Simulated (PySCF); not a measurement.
# Computed properties of Mo(O)(NH)(F)(Me) (CH4FMoNO), SMILES [CH3][Mo](=[NH])(=[O])[F], multiplicity 1

Mo(O)(NH)(F)(Me) (CH4FMoNO), SMILES [NH]=[Mo]([CH3])(=[O])[F], multiplicity 1. Geometry optimised at r2SCAN-D4/def2-SVP. The multiplicity is an assumed one; no other spin state was optimised. The structure was generated by enumeration; whether it is a known compound was not checked. The def2 effective core potentials stand for the cores of Mo; spin–orbit coupling is left out. The values are those of a single conformer. All values are computed for the isolated molecule unless a solvent is named; none is compared with measurement here.

**Structure.** All 21 harmonic modes at r2SCAN-D4/def2-SVP (PySCF) are real, so it is a minimum. With heavy atoms numbered as in [Mo:1](=[O:2])(=[NH:3])([F:5])[CH3:6], the shortest bond between them is Mo1–O2 at 1.684 Å and the longest Mo1–C6 at 2.099 Å.

**Vibrations.** The strongest infrared lines (harmonic, unscaled, degenerate partners summed) lie at 3573 cm⁻¹ (156 km/mol, H 93 %), 736 cm⁻¹ (133 km/mol, H 46 %, F 26 %, Mo 11 %, N 10 %), 502 cm⁻¹ (130 km/mol, H 68 %, N 25 %). The softest mode is at 148 cm⁻¹ and the zero-point energy is 34.2 kcal/mol.

**Electronic structure.** PBE0/def2-TZVP (PySCF) places the frontier levels at -8.46 and -2.55 eV, a gap of 5.91 eV, and gives a dipole moment of 2.03 D and a mean polarisability of 60.1 bohr³. PBE/def2-TZVP (PySCF) at the same geometry gives -7.04 and -3.33 eV, so its gap is 2.20 eV narrower. An orbital gap is neither the optical nor the fundamental gap.

**Excitations.** TDDFT-PBE0/def2-SVPD (PySCF) has S1 at 4.13 eV (300 nm, f = 0.005, weak); the most intense of the 10 singlets computed lies at 6.13 eV (f = 0.02). T1 (TDA) is at 3.54 eV. TDDFT-PBE/def2-SVPD (PySCF) puts S1 at 3.93 eV. No vertical singlet excitation falls in the visible range (under 3.1 eV).
